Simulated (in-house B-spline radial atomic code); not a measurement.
Orbital energies and mean radii along the 9-electron series, configuration [He] 2s2 2p5. The effective charge is n√(-2ε), a non-relativistic measure. Computed with a radial B-spline atomic code at the basis-set limit: Dirac-Hartree-Fock, average of the configuration, finite nuclei.

| ion | Z | energy of 2p1/2 (Eh) | mean radius of 2p1/2 (bohr) | energy of 2p3/2 (Eh) | mean radius of 2p3/2 (bohr) | energy of 2s1/2 (Eh) | mean radius of 2s1/2 (bohr) | energy of 1s1/2 (Eh) | mean radius of 1s1/2 (bohr) | effective charge of 2p1/2 |
| --- | --- | --- | --- | --- | --- | --- | --- | --- | --- | --- |
| In40+ | 49 | -241.24 | 0.10513 | -232.98 | 0.10996 | -249.97 | 0.12452 | -1134.71 | 0.029653 | 43.931 |
| Sn41+ | 50 | ? | ? | ? | ? | ? | ? | ? | ? | ? |
| Sb42+ | 51 | -265.13 | 0.10016 | -255.28 | 0.10518 | -274.33 | 0.11884 | -1237.08 | 0.028365 | 46.055 |
| Te43+ | 52 | -277.54 | 0.097818 | -266.81 | 0.10294 | -286.99 | 0.11616 | -1290.12 | 0.027757 | 47.121 |
| I44+ | 53 | -290.28 | 0.095568 | -278.61 | 0.10079 | -299.97 | 0.11358 | -1344.4 | 0.02717 | 48.19 |
| Xe45+ | 54 | ? | ? | ? | ? | ? | ? | ? | ? | ? |
| Cs46+ | 55 | -316.73 | 0.091316 | -302.97 | 0.096741 | -326.91 | 0.10871 | -1456.75 | 0.026058 | 50.337 |
| Ba47+ | 56 | ? | ? | ? | ? | ? | ? | ? | ? | ? |
| La48+ | 57 | -344.5 | 0.087364 | -328.38 | 0.092992 | -355.19 | 0.10418 | -1574.22 | 0.02502 | 52.497 |
| Ce49+ | 58 | -358.89 | 0.08549 | -341.48 | 0.09122 | -369.84 | 0.10203 | -1634.92 | 0.024526 | 53.583 |

Question: Fill in the row of Sn41+.

Answer: energy of 2p1/2 (Eh): -253.03; mean radius of 2p1/2 (bohr): 0.10259; energy of 2p3/2 (Eh): -244; mean radius of 2p3/2 (bohr): 0.10752; energy of 2s1/2 (Eh): -261.99; mean radius of 2s1/2 (bohr): 0.12162; energy of 1s1/2 (Eh): -1185.28; mean radius of 1s1/2 (bohr): 0.028997; effective charge of 2p1/2: 44.991.

Question: Fill in the row of Xe45+.

Answer: energy of 2p1/2 (Eh): -303.34; mean radius of 2p1/2 (bohr): 0.093402; energy of 2p3/2 (Eh): -290.66; mean radius of 2p3/2 (bohr): 0.098726; energy of 2s1/2 (Eh): -313.27; mean radius of 2s1/2 (bohr): 0.1111; energy of 1s1/2 (Eh): -1399.94; mean radius of 1s1/2 (bohr): 0.026604; effective charge of 2p1/2: 49.262.

Question: Fill in the row of Ba47+.

Answer: energy of 2p1/2 (Eh): -330.44; mean radius of 2p1/2 (bohr): 0.089305; energy of 2p3/2 (Eh): -315.55; mean radius of 2p3/2 (bohr): 0.094831; energy of 2s1/2 (Eh): -340.88; mean radius of 2s1/2 (bohr): 0.10641; energy of 1s1/2 (Eh): -1514.84; mean radius of 1s1/2 (bohr): 0.02553; effective charge of 2p1/2: 51.416.

Question: How does the screening of 2p1/2 change?

Answer: Z less the effective charge goes from 5.07 at Z = 49 to 4.42 at Z = 58.
